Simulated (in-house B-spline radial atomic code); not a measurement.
wB97X excitations of Be

Method: wB97X. Computed with an all-electron radial atomic-structure program (B-spline basis): linear response of the closed shell [He] 2s2 with the functional's adiabatic kernel; scalar-relativistic (spin-free one-electron X2C), finite nucleus, no spin-orbit coupling, no double excitations, S, P, D and F terms only.

Command:
```bash
python run_td.py task.json out
```
Settings (radii: box in bohr, nucleus in fm):
```
Z                        4
electrons                4
configuration            [He] 2s2
hamiltonian              x2c
method                   wb97x
box_radius               75
rms_radius               2.519
intervals                79
```

Cost of the run: 0.3 s on 1 thread of AMD EPYC 9R45 96-Core Processor (Zen 5) (shared host).

The lowest states, in the order of their Tamm-Dancoff energies; the method's threshold (minus the highest occupied level) is 8.635 eV. Labels give the largest channel, * marks a mixed state, and oscillator strengths are full-response dipole values. Measured ¹D terms are left out, since they can mix with doubly excited terms. Semilocal kernels can invert the small singlet-triplet splittings of Rydberg terms. Energies in eV:

| state | full response | Tamm-Dancoff | oscillator strength | measured (J-weighted term) |
| --- | --- | --- | --- | --- |
| 2s → 2p 3P | 2.282 | 2.630 | - | 2.725 |
| 2s → 2p 1P | 4.885 | 5.135 | 1.4 | 5.277 |
| 2s → 3s 3S | 5.983 | 6.004 | - | 6.457 |
| 2s → 3s 1S | 6.479 | 6.492 | - | 6.779 |
| 2s → 3p 3P | 6.645 | 6.664 | - | - |
| 2s → 3p 1P | 7.042 | 7.074 | 0.01 | 7.462 |
| 2s → 3d 3D | 7.114 | 7.124 | - | 7.694 |
| 2s → 3d 1D | 7.257 | 7.260 | - | - |
| 2s → 4s 3S | 7.396 | 7.399 | - | - |
| 2s → 4s 1S | 7.481 | 7.485 | - | - |
| 2s → 4p 3P | 7.626 | 7.631 | - | - |
| 2s → 4p 1P | 7.716 | 7.729 | 0.000308 | - |
| 2s → 4f 3F | ? | ? | - | - |
| 2s → 4d 3D | 7.798 | 7.801 | - | - |
| 2s → 4d 1D | ? | ? | - | - |
| 2s → 4f 1F | 7.823 | 7.823 | - | - |

Task: Where does 2s → 4f 3F lie?

Result: At 7.769 eV in full response, 7.770 eV in Tamm-Dancoff.

Task: Where does 2s → 4d 1D lie?

Result: At 7.802 eV in full response, 7.804 eV in Tamm-Dancoff.

Task: How large is the singlet-triplet splitting of 2s → 2p (P terms) in Tamm-Dancoff?

Result: 2.51 eV, from the unrounded values.

Task: What polarisabilities and dispersion coefficient does the method give?

Result: Dipole 44.63 bohr³, quadrupole 322.4 bohr⁵, C6 274.9 hartree·bohr⁶ for two such species. Recommended dipole value: 37.74 ± 0.03 bohr³ (Schwerdtfeger and Nagle, table of static dipole polarizabilities (2023 update)), which includes relativity and correlation.
